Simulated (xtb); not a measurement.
xtb input:

```bash
xtb mol.xyz --gfn 2 --ohess tight --chrg -1 --uhf 0
```
mol.xyz:
```
5

Si    -0.50981583    -0.31780310    -0.18917058
Ge     1.71237016     0.04027965    -0.81531647
H     -1.48246969     0.81487434    -0.22154149
H     -1.39487332    -1.21161389     0.59239914
H      1.66213462     0.77155989     0.67349362
```

**Question.** Which total energy does the run end on?

**Answer.** -5.30818 Eh (GFN2-xTB).

It need not be the lowest isomer of its formula. Whether it binds its extra electron was not tested at this geometry.
